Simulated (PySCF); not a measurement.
PySCF input file for CH₂NO, SMILES C(=[OH+])=N, charge +1, TDA-PBE/def2-SVPD. Geometry optimised at B3LYP-D3(BJ)/def2-TZVP. The isomer is the one that the SMILES or the coordinates give; other isomers of the formula were not compared.

```python
import numpy as np
from pyscf import gto, scf, dft, tdscf

mol = gto.M(
    atom='''
    N     0.01246526    1.20624441    0.00000000
    C     0.01233938    0.06578710    0.00000000
    O    -0.11168408   -1.16805063    0.00000000
    H     0.02492195    2.21532796    0.00000000
    H     0.70725758   -1.70935636    0.00000000
    ''',
    basis='def2-SVPD',
    charge=1,
    spin=0,
    symmetry=True,
    max_memory=1600,
    verbose=4,
)
mf = dft.RKS(mol, xc='pbe').density_fit(auxbasis='def2-universal-jkfit')
mf.grids.level = 3
mf.conv_tol = 1e-9
mf.max_cycle = 100
mf.kernel()
mf.grids = dft.Grids(mol).set(level=1).build(with_non0tab=True)  # coarser grid for the response kernel
td = tdscf.TDA(mf)
td.singlet = True
td.nstates = 10
td.conv_tol = 1e-4
td.positive_eig_threshold = 1e-6
td.kernel(x0=td.get_init_guess(mf, 15))
td.analyze()
tt = tdscf.TDA(mf)
tt.singlet = False
tt.nstates = 4
tt.conv_tol = 1e-4
tt.positive_eig_threshold = 1e-6
tt.kernel(x0=tt.get_init_guess(mf, 9))
tt.analyze(verbose=3)
```

Program output:

```
PySCF version 2.14.0

[INPUT] verbose = 4
[INPUT] num. atoms = 5
[INPUT] num. electrons = 22
[INPUT] charge = 1
[INPUT] spin (= nelec alpha-beta = 2S) = 0
[INPUT] symmetry True subgroup None
[INPUT] Mole.unit = angstrom
[INPUT] Symbol           X                Y                Z      unit          X                Y                Z       unit  Magmom
[INPUT]  1 N      0.012465260000   1.206244410000   0.000000000000 AA    0.023555927471   2.279471574188   0.000000000000 Bohr   0.0
[INPUT]  2 C      0.012339380000   0.065787100000   0.000000000000 AA    0.023318048747   0.124319601529   0.000000000000 Bohr   0.0
[INPUT]  3 O     -0.111684080000  -1.168050630000   0.000000000000 AA   -0.211052323674  -2.207295790326   0.000000000000 Bohr   0.0
[INPUT]  4 H      0.024921950000   2.215327960000   0.000000000000 AA    0.047095659990   4.186363120491   0.000000000000 Bohr   0.0
[INPUT]  5 H      0.707257580000  -1.709356360000   0.000000000000 AA    1.336523125723  -3.230215369683   0.000000000000 Bohr   0.0

nuclear repulsion = 66.1803018721638
point group symmetry = Cs
symmetry origin: [-8.21620047e-10  2.46486016e-09  0.00000000e+00]
symmetry axis x: [ 1.00000000e+00 -4.82372867e-10  0.00000000e+00]
symmetry axis y: [4.82372867e-10 1.00000000e+00 0.00000000e+00]
symmetry axis z: [0. 0. 1.]
num. orbitals of irrep A' = 56
num. orbitals of irrep A" = 23
number of shells = 33
number of NR pGTOs = 113
number of NR cGTOs = 79
basis = def2-SVPD
ecp = {}


[settings echo left out]
init E= -169.495176482018
HOMO (A") = -0.360956976158627  LUMO (A') = -0.0468294554214085  gap/eV = 8.54785
cycle= 1 E= -168.591862596552  delta_E= 0.903  |g|= 0.54  |ddm|=  3.9
HOMO (A") = -0.525678785807079  LUMO (A') = -0.309619540518741  gap/eV = 5.87927
cycle= 2 E= -168.422831686677  delta_E= 0.169  |g|= 1.09  |ddm|= 1.26
HOMO (A") = -0.577796955220483  LUMO (A') = -0.299175338985731  gap/eV = 7.58168
cycle= 3 E= -168.646133996955  delta_E= -0.223  |g|= 0.0761  |ddm|= 0.867
HOMO (A") = -0.57991432038845  LUMO (A') = -0.303113460908914  gap/eV = 7.53214
cycle= 4 E= -168.647210471452  delta_E= -0.00108  |g|= 0.0273  |ddm|= 0.087
HOMO (A") = -0.577234946529909  LUMO (A') = -0.300461986912237  gap/eV = 7.53138
cycle= 5 E= -168.647262307397  delta_E= -5.18e-05  |g|= 0.0244  |ddm|= 0.0394
HOMO (A") = -0.576255813264669  LUMO (A') = -0.299534528865887  gap/eV = 7.52997
cycle= 6 E= -168.647386249901  delta_E= -0.000124  |g|= 0.00346  |ddm|= 0.0196
HOMO (A") = -0.576736396046473  LUMO (A') = -0.300033469365995  gap/eV = 7.52947
cycle= 7 E= -168.647388850865  delta_E= -2.6e-06  |g|= 0.000563  |ddm|= 0.00603
HOMO (A") = -0.576710095270736  LUMO (A') = -0.300001016948564  gap/eV = 7.52964
cycle= 8 E= -168.647388928889  delta_E= -7.8e-08  |g|= 5.46e-05  |ddm|= 0.000524
HOMO (A") = -0.576715166524378  LUMO (A') = -0.300003577001895  gap/eV = 7.52971
cycle= 9 E= -168.647388929457  delta_E= -5.68e-10  |g|= 1.05e-05  |ddm|= 6.42e-05
HOMO (A") = -0.576715064450433  LUMO (A') = -0.300002830904024  gap/eV = 7.52972
Extra cycle  E= -168.647388929336  delta_E= 1.21e-10  |g|= 2.56e-05  |ddm|= 2.95e-05
converged SCF energy = -168.647388929336
tot grids = 20424
Overwritten attributes  positive_eig_threshold  of <class 'pyscf.tdscf.rks.TDA'>


******** <class 'pyscf.tdscf.rks.TDA'> for <class 'pyscf.df.df_jk.DFSymAdaptedRKS'> ********
nstates = 10 singlet
deg_eia_thresh = 1.000e-03
wfnsym = None
conv_tol = 0.0001
eigh lindep = 1e-12
eigh level_shift = 0
eigh max_cycle = 100


Excitation energies (eV)
[ 7.6457543   8.61411968  8.94225097  9.2742998   9.66094176 10.93156268
 11.15310247 11.66534142 11.90723813 11.91512976]

** Singlet excitation energies and oscillator strengths **
Excited State   1:   A"      7.64575 eV    162.16 nm  f=0.0000
      11 -> 12       -0.70449
Excited State   2:   A'      8.61412 eV    143.93 nm  f=0.0005
      10 -> 12       -0.51013
      11 -> 13        0.48686
Excited State   3:   A"      8.94225 eV    138.65 nm  f=0.0002
      11 -> 14       -0.70163
Excited State   4:   A"      9.27430 eV    133.69 nm  f=0.0006
      10 -> 13        0.70093
Excited State   5:   A'      9.66094 eV    128.34 nm  f=0.0072
      10 -> 14       -0.70211
Excited State   6:   A"     10.93156 eV    113.42 nm  f=0.0046
      11 -> 15       -0.70195
Excited State   7:   A"     11.15310 eV    111.17 nm  f=0.0010
       9 -> 12       -0.70291
Excited State   8:   A'     11.66534 eV    106.28 nm  f=0.0770
      10 -> 15       -0.68399
      11 -> 13       -0.10054
Excited State   9:   A"     11.90724 eV    104.13 nm  f=0.0132
      11 -> 16       -0.70361
Excited State  10:   A'     11.91513 eV    104.06 nm  f=0.0031
       8 -> 12       -0.55995
       9 -> 13        0.42384

** Transition electric dipole moments (AU) **
state          X           Y           Z        Dip. S.      Osc.
  1        -0.0000     -0.0000     -0.0056      0.0000      0.0000
  2         0.0176     -0.0454      0.0000      0.0024      0.0005
  3         0.0000     -0.0000      0.0282      0.0008      0.0002
  4        -0.0000     -0.0000      0.0496      0.0025      0.0006
  5         0.0329      0.1713      0.0000      0.0304      0.0072
  6         0.0000      0.0000      0.1316      0.0173      0.0046
  7        -0.0000     -0.0000     -0.0599      0.0036      0.0010
  8         0.1954     -0.4808      0.0000      0.2693      0.0770
  9         0.0000     -0.0000      0.2125      0.0452      0.0132
 10        -0.0689     -0.0767      0.0000      0.0106      0.0031

** Transition velocity dipole moments (imaginary part, AU) **
state          X           Y           Z        Dip. S.      Osc.
  1        -0.0000     -0.0000      0.0136      0.0002      0.0004
  2         0.0113     -0.0064      0.0000      0.0002      0.0004
  3        -0.0000     -0.0000     -0.0071      0.0001      0.0001
  4         0.0000     -0.0000     -0.0086      0.0001      0.0001
  5         0.0110      0.0359     -0.0000      0.0014      0.0026
  6         0.0000      0.0000      0.0889      0.0079      0.0131
  7         0.0000     -0.0000     -0.0060      0.0000      0.0001
  8         0.1039     -0.1128      0.0000      0.0235      0.0366
  9         0.0000     -0.0000      0.0745      0.0056      0.0085
 10         0.0079     -0.0130      0.0000      0.0002      0.0004

** Transition magnetic dipole moments (imaginary part, AU) **
state          X           Y           Z
  1         0.0241      0.1381     -0.0000
  2         0.0000     -0.0000      0.0588
  3        -0.6371     -0.0368      0.0000
  4         0.0314     -0.0989      0.0000
  5         0.0000      0.0000      0.7530
  6        -0.2584      0.0302      0.0000
  7         0.1544      0.0727      0.0000
  8        -0.0000     -0.0000      0.1819
  9        -0.4334      0.0519     -0.0000
 10        -0.0000      0.0000      0.1642


******** <class 'pyscf.tdscf.rks.TDA'> for <class 'pyscf.df.df_jk.DFSymAdaptedRKS'> ********
nstates = 4 triplet
deg_eia_thresh = 1.000e-03
wfnsym = None
conv_tol = 0.0001
eigh lindep = 1e-12
eigh level_shift = 0
eigh max_cycle = 100


Excitation energies (eV)
[7.0788059  7.11737592 7.58494064 8.48485609]

** Triplet excitation energies and oscillator strengths **
Excited State   1:   A'      7.07881 eV    175.15 nm  f=0.0000
Excited State   2:   A"      7.11738 eV    174.20 nm  f=0.0000
Excited State   3:   A'      7.58494 eV    163.46 nm  f=0.0000
Excited State   4:   A"      8.48486 eV    146.12 nm  f=0.0000
```

The calculation finished and met its thresholds.
